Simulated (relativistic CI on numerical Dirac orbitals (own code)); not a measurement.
**Ligand-field terms of d4**

Computed with a parametric ligand-field model of a d^n configuration (Racah B and C, spin-orbit zeta, crystal field), exact diagonalisation.

Field parameters in Wybourne normalisation: Oh B⁴₀ = 21Dq, B⁴₄ = √(5/14) B⁴₀. The field is a parameter set, without covalency.

B = 390 cm⁻¹, C = 1710 cm⁻¹ (C/B = 4.38), Oh, no spin-orbit coupling. Tanabe-Sugano data, E/B above the lowest term (Δ = |10Dq|; b, c mark the second and third term of a kind):

| Δ/B | 5E | 5T2 | 3T1 | 3E | 3T2 | 1T2 | 1E | 1A1 |
| --- | --- | --- | --- | --- | --- | --- | --- | --- |
| 1.0 | 0.00 | 1.00 | 21.44 | 21.72 | 22.32 | 32.20 | 32.12 | 33.25 |
| 3.0 | 0.00 | 3.00 | 20.55 | 21.96 | 23.35 | 31.47 | 31.41 | 33.89 |
| 5.0 | 0.00 | 5.00 | 19.19 | 22.12 | 23.85 | 30.27 | 30.46 | 33.89 |
| 7.0 | 0.00 | 7.00 | 17.62 | 22.23 | 24.12 | 28.86 | 29.32 | 33.57 |
| 9.0 | 0.00 | 9.00 | 15.94 | 22.31 | 24.30 | 27.32 | 28.02 | 33.05 |
| 11.0 | 0.00 | 11.00 | 14.20 | 22.37 | 24.42 | 25.71 | 26.61 | 32.39 |
| 13.0 | 0.00 | 13.00 | 12.41 | 22.42 | 24.50 | 24.05 | 25.10 | 31.63 |
| 15.0 | 0.00 | 15.00 | 10.59 | 22.45 | 24.57 | 22.34 | 23.51 | 30.77 |
| 17.0 | 0.00 | 17.00 | 8.74 | 22.48 | 24.63 | 20.60 | 21.86 | 29.83 |
| 19.0 | 0.00 | 19.00 | 6.87 | 22.51 | 24.68 | 18.84 | 20.15 | 28.81 |
| 21.0 | 0.00 | 21.00 | 4.99 | 22.53 | 24.71 | 17.05 | 18.41 | 27.72 |
| 23.0 | 0.00 | 23.00 | 3.09 | 22.55 | 24.75 | 15.25 | 16.63 | 26.56 |
| 25.0 | 0.00 | 25.00 | 1.19 | 22.56 | 24.77 | 13.43 | 14.83 | 25.34 |
| 27.0 | 0.73 | 27.73 | 0.00 | 23.30 | 25.53 | 12.32 | 13.73 | 24.78 |
| 29.0 | 2.65 | 31.65 | 0.00 | 25.24 | 27.47 | 12.39 | 13.81 | 25.37 |
| 31.0 | 4.58 | 35.58 | 0.00 | 27.18 | 29.42 | 12.46 | 13.88 | 25.92 |
| 33.0 | 6.52 | 39.52 | 0.00 | 29.13 | 31.38 | 12.53 | 13.94 | 26.43 |
| 35.0 | 8.46 | 43.46 | 0.00 | 31.08 | 33.33 | 12.60 | 13.99 | 26.90 |
| 37.0 | 10.41 | 47.41 | 0.00 | 33.03 | 35.29 | 12.66 | 14.04 | 27.34 |
| 39.0 | 12.36 | 51.36 | 0.00 | 34.99 | 37.26 | 12.71 | 14.08 | 27.74 |
| 41.0 | 14.31 | 55.31 | 0.00 | 36.95 | 39.22 | 12.77 | 14.12 | 28.12 |
| 43.0 | 16.27 | 59.27 | 0.00 | 38.91 | 41.19 | 12.82 | 14.15 | 28.47 |
| 45.0 | 18.23 | 63.23 | 0.00 | 40.88 | 43.16 | 12.87 | 14.19 | 28.79 |
| 47.0 | 20.19 | 67.19 | 0.00 | 42.84 | 45.13 | 12.91 | 14.21 | 29.10 |

The ground term changes from 5E to 3T1 between Δ/B = 25.0 and 27.0.
